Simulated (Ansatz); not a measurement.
Ansatz (an electronic-structure program) input:
A basis named .json is the Basis Set Exchange file of that set.

Ansatz 0.2 input:
```yaml
crystal:
  periodic: [false, false, false]
  atoms:
    - {symbol: Si, position_ang: [-0.01747651, 0.01787335, 0.74815160]}
    - {symbol: Cl, position_ang: [1.14481131, 1.35055980, -0.31392892]}
    - {symbol: Cl, position_ang: [-1.13041889, -1.36527904, -0.30219592]}
basis:
  gaussian:
    orbitals: aug-cc-pV_Q+d_Z.json
    fitting: {mean_field: def2-universal-jkfit, correlation: aug-cc-pVQZ-RIFIT.json}
total_charge: 1
magnetization: {spin_polarized: true, initial_magnetization: 1}
correlation: {method: mp2, electrons: outside_noble_gas}
```

### Question
Predict the final energy.

### Answer
-1208.23433 Eh (RI-MP2/aug-cc-pV(Q+d)Z). The basis has 267 functions.

This state (charge 1, doublet) is run at the relaxed geometry of the species with charge 0 and multiplicity 3.
